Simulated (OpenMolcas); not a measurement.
**Tc III: effect of the active space**

| Property | Result |
| --- | --- |
| Program | OpenMolcas |
| Method | CASSCF or its RAS form |
| Basis | ANO-R2 |
| Scalar Hamiltonian | X2C, finite nucleus |
| Spin-orbit coupling | state interaction with AMFI integrals over the reference wave functions, term energies averaged over their components |

A. 5 electrons in 5 orbitals (4d); 2S+1 = 6 even, 1 root; 2S+1 = 4 even, 24 roots; 2S+1 = 2 even, 75 roots; cost about 60 core-seconds
B. 5 electrons in 6 orbitals (4d 5s); 2S+1 = 6 even, 6 roots; 2S+1 = 4 even, 64 roots kept (CI in the orbitals of an earlier block); 2S+1 = 2 even, 145 roots kept (CI in the orbitals of an earlier block, 128 in the spin-orbit step); cost about 2.5 core-minutes
C. 11 electrons in 8 orbitals (RAS1 4p, at most 2 holes; RAS2 4d); 2S+1 = 6 even, 1 root; 2S+1 = 4 even, 24 roots; 2S+1 = 2 even, 70 roots; cost roughly 60 core-seconds
D. 5 electrons in 10 orbitals (4d 5d); 2S+1 = 6 even, 1 root; 2S+1 = 4 even, 24 roots; 2S+1 = 2 even, 70 roots; cost about 5 core-minutes

Energies in cm-1 above 4d5 6S 5/2.

| Level | A | B | C | D |
| --- | --- | --- | --- | --- |
| 4d5 6S 5/2 | 0.0 | 0.0 | 0.0 | 0.0 |
| 4d5 4G 5/2 | 24414 | 24945 | 24809 | 23731 |
| 4d5 4G 7/2 | 24534 | 25084 | 24970 | 23877 |
| 4d5 4G 11/2 | 24567 | 25129 | 25025 | 23969 |
| 4d5 4G 9/2 | 24606 | 25168 | 25065 | 23978 |
| 4d5 4P 5/2 [71 %] | 27757 | 27902 | 25693 | 26912 |
| 4d5 4P 3/2 [74 %] | 28048 | 28190 | 25941 | 27179 |
| 4d5 4P 1/2 | 28433 | 28610 | 26198 | 27538 |
| 4d5 4D 7/2 | 30191 | 30289 | 29430 | 29453 |
| 4d5 4D 1/2 | 30595 | 30683 | 29741 | 29787 |
| 4d5 4D 3/2 [74 %] | 30890 | 31040 | 29902 | 30077 |
| 4d5 4D 5/2 [72 %] | 30916 | 31082 | 29901 | 30120 |
| 4d5 2I 11/2 | 34983 | 36150 | 36451 | 34070 |
| 4d5 2I 13/2 | 35262 | 36464 | 36836 | 34399 |
| 4d5 2D 5/2(1) [54 %] | 38541 | 38869 | 36258 | 37449 |
| 4d5 2D 3/2(1) [63 %] | 39453 | 39874 | 37255 | 38306 |
| 4d5 4F 9/2 | 40557 | 41417 | 39192 | 39382 |
| 4d5 4F 5/2 | 40911 | 41868 | 39345 | 39628 |
| 4d5 4F 3/2 [63 %] | 41648 | 42479 | 40004 | 40438 |
| 4d5 2H 9/2 [61 %] | 42758 | 43840 | 42103 | 41549 |
| 4d5 2H 11/2 | 43701 | 45061 | 43152 | 42513 |
| 4d5 2G 7/2(1) | 44330 | 44995 | 43943 | 43254 |
| 4d5 2G 9/2(1) [57 %] | 45111 | 46083 | 44698 | 44044 |
| 4d5 2F 5/2(2) | 47457 | 48087 | 46428 | 46346 |

The spin-orbit steps hold different terms of 4d5 (B lacks a 2D; C lacks a 2D; D lacks a 2D), which shifts levels as well.

Among A to D the level of the table that moves most is 4d5 2D 3/2(1) [63 %], by 2600 cm-1 (lowest in C, highest in B).

Without dynamic correlation excited terms often stand tens of per cent too high (terms of higher spin than the ground term too low), and those without a measured partner can miss by more than the paired ones. Levels of configurations with an s electron are missing; early in the row they begin among the upper levels of the d shell and mix with terms of their name (holds for A). Some high roots are left out of the spin-orbit mixing, which shifts the levels that they would mix with (holds for B). Terms from blocks run as CI alone lack orbitals of their own (holds for B). Active for correlation alone: 4p; no level in the range computed is led by a configuration that opens it, so any true level of that kind is missing (holds for C). Active for correlation alone: 5d; no level in the range computed is led by a configuration that fills it, so any true level of that kind is missing (holds for D). Only configurations of the active space appear. The table leaves out levels that lie high or whose names do not pair safely across all columns.

A share in square brackets marks a mixed level and gives the weight of the term that names it, the lowest over the columns. A number in round brackets counts repeated terms of one configuration in the order of the reference energies.
